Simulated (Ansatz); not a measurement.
Frontier orbitals of C3H8ClGa (`C[CH2][Ga]([CH3])[Cl]`).

Total charge 0; spin multiplicity 1. Correlated methods freeze the filled d shell of Ga. Scalar relativity is left out up to krypton. The structure was optimised at the PBE0-D4/def2-TZVP level. It is one conformer, not always the lowest. Basis def2-TZVPP, Ansatz 0.2.0.

| functional | HOMO (eV) | LUMO (eV) | gap (eV) |
| --- | --- | --- | --- |
| PBE | -6.32 | -1.69 | 4.63 |
| r2SCAN | -6.58 | -1.43 | 5.15 |
| PBE0 | -7.55 | -0.89 | 6.66 |
| LC-ωPBE | -10.22 | 1.20 | 11.42 |
| ωB97X-V | -9.86 | 1.03 | 10.89 |
| ωB97M-V | -9.72 | 0.78 | 10.50 |

From PBE to PBE0 the HOMO moves by −1.23 eV and the LUMO by +0.80 eV, and with ωB97M-V by −3.40 and +2.47 eV, so the gap grows from 4.63 to 10.50 eV with exact exchange. A positive LUMO is unbound and depends on the basis.

LC-ωPBE has ω = 0.4 bohr⁻¹.
